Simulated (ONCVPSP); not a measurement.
## Fe: variants of one ONCV potential

Base potential:

| Quantity | Value |
| --- | --- |
| Element | Fe |
| Generator | ONCVPSP 4.0.1 |
| Type | optimised norm-conserving Vanderbilt (ONCV) |
| Functional | BLYP |
| Relativity | scalar-relativistic |
| Frozen core | [Ne] |
| Valence charge | 16 |
| Reference configuration | 3s2 3p6 3d6 4s2 |
| Partial waves | 3s+4s: rc 1.30 bohr, ncon 4, nbas 7, qcut 8.9 1/bohr, 2 projectors; 3p: rc 1.05 bohr, ncon 4, nbas 8, qcut 13 1/bohr, 2 projectors, debl 0.8 Ha; 3d: rc 1.05 bohr, ncon 3, nbas 7, qcut 12.3 1/bohr, 3 projectors, debl 2.8 Ha |
| Local potential | polynomial inside 0.90 bohr (lpopt 5, dvloc0 0 Ha) |
| Core correction | none |

In the p channel the program set the typed energies aside and used -2.199, 0.250 Ha.

Cutoffs, loose and tight: the cutoffs (Ha) at which the residual kinetic energy of the hardest occupied pseudo-wave falls to 1 and 0.1 mHa per electron. They do not see the model core or the augmentation charge, which bear on the density cutoff. Test errors are all-electron minus pseudo excitation energies from the reference, over the configurations 3s2 3p6 3d6 4s1; 3s2 3p6 3d6 4s0; 3s2 3p6 3d5 4s0; 3s2 3p6 3d6 4s1 4p1. A dash means not determined; rows that change the core or the reference have their own tests.

| change | outcome | cutoff, loose | cutoff, tight | bound ghosts | GHOST(+) flags above zero | largest test error (meV) |
| --- | --- | --- | --- | --- | --- | --- |
| base | generated, projector energies reset by the program | 65 Ha | 75 Ha | none | none | -5.3 |
| all radii scaled by about 0.93 (s 1.20, p 0.98, d 0.98 bohr); local potential polynomial inside 0.84 bohr (lpopt 5, dvloc0 0 Ha) | generated, projector energies reset by the program | 70 Ha | 144 Ha | none | s | -8.2 |
| all radii scaled by about 1.18 (s 1.54, p 1.24, d 1.24 bohr); local potential polynomial inside 1.06 bohr (lpopt 5, dvloc0 0 Ha) | generated, projector energies reset by the program | 58 Ha | 65 Ha | none | none | +1.7 |
| all radii scaled by about 1.22 (s 1.58, p 1.28, d 1.28 bohr); local potential polynomial inside 1.10 bohr (lpopt 5, dvloc0 0 Ha) | generated, projector energies reset by the program | 57 Ha | 64 Ha | none | none | +3.0 |
| all radii scaled by about 1.29 (s 1.68, p 1.36, d 1.36 bohr); local potential polynomial inside 1.16 bohr (lpopt 5, dvloc0 0 Ha) | generated, projector energies reset by the program | 55 Ha | 62 Ha | none | none | +6.0 |

What comes out with this change to the base: all radii scaled by about 0.78 (s 1.02, p 0.82, d 0.82 bohr); local potential polynomial inside 0.72 bohr (lpopt 5, dvloc0 0 Ha)?

outcome: generated, projector energies reset by the program; cutoff, loose: 179 Ha; cutoff, tight: 381 Ha; bound ghosts: none; GHOST(+) flags above zero: s, d; largest test error (meV): -19.

What comes out with this change to the base: all radii scaled by about 0.86 (s 1.12, p 0.90, d 0.90 bohr); local potential polynomial inside 0.78 bohr (lpopt 5, dvloc0 0 Ha)?

outcome: generated, projector energies reset by the program; cutoff, loose: 77 Ha; cutoff, tight: 243 Ha; bound ghosts: none; GHOST(+) flags above zero: d; largest test error (meV): -12.

What comes out with this change to the base: all radii scaled by about 1.11 (s 1.44, p 1.16, d 1.16 bohr); local potential polynomial inside 1.00 bohr (lpopt 5, dvloc0 0 Ha)?

outcome: generated, projector energies reset by the program; cutoff, loose: 61 Ha; cutoff, tight: 68 Ha; bound ghosts: none; GHOST(+) flags above zero: none; largest test error (meV): +1.5.

Reading the sweep of the scale of all radii (base = 1) (base included, trends over the rows without a ghost): The loose cutoff falls from 179 Ha at 0.78 to 55 Ha at 1.29. A larger radius leaves more room for a smooth pseudo-wave, so fewer plane waves are needed; a smaller one forces it to follow the all-electron wave where it bends sharply. The median size of the test errors (rows with all tests solved) stays near 0.6 meV.
